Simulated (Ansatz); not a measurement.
Calculated with Ansatz (gas phase, PBE0-D4/def2-TZVP geometries, no zero-point term in ΔE). CBS: MP2 limit from def2 TZ/QZ plus the TZ coupled-cluster correction, frozen cores. This one scheme is used for every species, atoms too. Functionals use def2-TZVPP. B3LYP here is the variant with VWN-RPA as its local correlation; programs differ in this. No spin–orbit coupling; open shells (•) take unrestricted orbitals. Spin–orbit coupling would lower the free atoms: a little for Al, C, S; clearly for Br. For Br outer-core shells are correlated without core-valence functions, so the limit isn't a true one: a few kJ/mol of doubt a bond, and 10 to 20 or more in all where bonds break to atoms. Scalar relativity is left out up to krypton. One conformer a species, not always the lowest.

`C[N](C)[Al]([SH])[Br]` → Al• + Br• + 2 C• + 7 H• + N• + S•  (atomization)

What is ΔE at CCSD(T)/CBS? (Estimate.)

Ansatz gave: +1113.0 kcal/mol.

What do these levels give: PBE-D4, r2SCAN-D4, PBE0-D4, ωB97M-V, r2SCAN, B3LYP, CCSD/def2-TZVPP, CCSD(T)/def2-TZVPP, MP2/def2-QZVPP, SCS-MP2/def2-QZVPP, MP2/CBS(def2), CCSD/CBS(def2)? (An estimate is asked.)

The calculation gave: PBE-D4 1128.7, r2SCAN-D4 1114.3, PBE0-D4 1113.4, ωB97M-V 1114.2, r2SCAN 1112.2, B3LYP 1095.3, CCSD/def2-TZVPP 1064.5, CCSD(T)/def2-TZVPP 1081.4, MP2/def2-QZVPP 1116.9, SCS-MP2/def2-QZVPP 1114.3, MP2/CBS(def2) 1129.9, CCSD/CBS(def2) 1096.1 kcal/mol.

Largest T1 diagnostic among the species: 0.018.

The D4 term adds +13.1 kcal/mol with B3LYP and +7.0 kcal/mol with PBE0; it sums over pairs of atoms, weighted by their polarisabilities, and B3LYP, whose exchange is more repulsive, gets the larger term. In def2-TZVPP, CCSD(T) changes the Hartree–Fock value by +272.9 kcal/mol (the triples alone add +16.9 kcal/mol) and MP2 by +289.9 kcal/mol; breaking electron pairs costs correlation energy, which Hartree–Fock lacks. From PBE to PBE0 (25 % exact exchange), in def2-TZVPP and without D4, ΔE moves by −14.2 kcal/mol: exact exchange takes away binding that semilocal exchange gives to molecules.

For atomizations the MP2-based limit and the directly extrapolated one differ by several kJ/mol either way, and by 10 to 25 for some Ge, Se and Sn compounds, so smaller differences from it don't rank the levels.
